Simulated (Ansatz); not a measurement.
```yaml
crystal:
  periodic: [false, false, false]
  atoms:
    - {symbol: F, position_ang: [0.877369, -0.938389, 1.941137]}
    - {symbol: P, position_ang: [0.401948, -0.492901, 0.023620]}
    - {symbol: F, position_ang: [0.179000, -1.847878, -0.334794]}
    - {symbol: F, position_ang: [1.916280, -0.687385, -0.400384]}
    - {symbol: Ag, position_ang: [-0.687754, 1.118849, -0.292723]}
    - {symbol: Br, position_ang: [-2.171300, 3.165684, -1.170563]}
basis:
  gaussian: {orbitals: STO-3G}
magnetization: {spin_polarized: true, initial_magnetization: 2}
hamiltonian: {xc: {name: HF}}
```

```sh
$ ansatz run in.yaml --threads 4 --pin off --events-out ev --progress --plain --max-ram 11315MiB
```

It prints (some lines left out):

```
Functional definition: HF
838 factors; integrals over basis functions are off by at most 7.2e-4 eV
mean field evaluation 1: about -226444.3103 eV, gradient 2.8e1 eV
mean field evaluation 2: about -226444.4725 eV, gradient 2.8e1 eV
mean field evaluation 4: about -226455.2144 eV, gradient 5.1e0 eV
mean field evaluation 8: about -226456.5828 eV, gradient 1.1e0 eV
mean field evaluation 16: about -226457.1824 eV, gradient 1.9e-1 eV
mean field evaluation 32: about -226457.2757 eV, gradient 4.4e-3 eV
mean field evaluation 64: about -226457.2474 eV, gradient 3.5e-2 eV
mean field evaluation 192: about -226457.2478 eV, gradient 5.2e-3 eV
mean field -226457.27569094 eV, -8322.1513833874 hartree, gradient 5.6e-6 eV, S^2 2.194640; 5 other end points of the search recorded, 0 dependent functions left out
reference -226457.27569094 eV, -8322.1513833874 hartree; 63, 61 occupied and 6, 8 virtual orbitals, 838 factors
Total energy: -226457.27569094 eV, -8322.1513833874 hartree
```

Hardware: 4 threads of an Arm Neoverse V2 on a shared host. Wall time 10 s, peak host memory 0.45 GiB.
